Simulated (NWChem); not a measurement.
# Atomisation of BI₂

```xyz
3

I      1.9059     0.0000    -0.0412
B      0.0000     0.0000     0.8724
I     -1.9059     0.0000    -0.0412
```
Charge 0, spin multiplicity 2.

Everything below was run with NWChem. All single points use one geometry, from UB3LYP/def2-SVP with def2 effective core potentials on I, a minimum by its harmonic frequencies.

Basis set: def2-TZVP. The atomisation energy is electronic alone: no zero-point, thermal, spin-orbit or counterpoise terms. No value is extrapolated to the basis-set limit. Free atoms are single determinants with multiplicities I 2, B 2.

Effective core potentials replace the inner electrons of I; spin-orbit coupling is left out. B3LYP has NWChem's definition, with VWN1-RPA local correlation. The structure started from a generated list of species. The unpaired electrons of the parent sit in orbitals of symmetry a1 (C2v labels of the run); other states weren't searched. No SCF solution was tested for a lower state.

**Question.** One of these methods gave an atomisation energy of 147.9 kcal/mol. Which?
A. PBE
B. M06-2X
C. B3LYP
D. TPSS

**Answer.** D, TPSS. The others give 131.6 (M06-2X), 138.1 (B3LYP), 155.4 (PBE).
